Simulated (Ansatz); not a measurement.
Conformers of `F[SiH](Cl)O[SiH2]Cl`, each relaxed with PBE0-D4/def2-TZVP in Ansatz. CBS adds the triple-zeta coupled-cluster correction to the MP2 limit.

Not all of them had a frequency check.

Conformer A:

```xyz
9

F     2.004   -1.679    0.799
Si    1.504   -0.410   -0.002
Cl    1.354   -0.924   -1.963
O     0.059    0.008    0.578
Si   -1.501    0.368    0.259
Cl   -1.595    2.060   -0.884
H     2.479    0.671    0.168
H    -2.132   -0.730   -0.501
H    -2.171    0.636    1.545
```

Conformer B:

```xyz
9

F    -0.284   -0.369   -2.262
Si   -0.936    0.509   -1.117
Cl   -2.931    0.150   -1.109
O    -0.323    0.067    0.306
Si    0.886   -0.522    1.225
Cl    2.625    0.462    0.785
H    -0.678    1.924   -1.399
H     1.088   -1.955    0.933
H     0.553   -0.265    2.638
```

Task: Which is lowest in electronic energy at CCSD(T)/CBS (frozen core, def2 sets), and by how much? (Best estimate.)

Result: Computed: A; B lies 2.0 kJ/mol higher.

Task: Give the energies relative to A (kJ/mol) with PBE0-D4/def2-TZVPP, PBE/def2-TZVPP, r2SCAN/def2-TZVPP, CCSD(T)/def2-TZVPP, HF/def2-QZVPP, SCS-MP2/def2-QZVPP, CCSD/CBS(def2). (Best estimate.)

Result: The calculation gave: 
| level | B |
| --- | --- |
| PBE0-D4/def2-TZVPP | 1.9 |
| PBE/def2-TZVPP | 1.1 |
| r2SCAN/def2-TZVPP | 1.8 |
| CCSD(T)/def2-TZVPP | 1.7 |
| HF/def2-QZVPP | -0.6 |
| SCS-MP2/def2-QZVPP | 1.7 |
| CCSD/CBS(def2) | 1.6 |
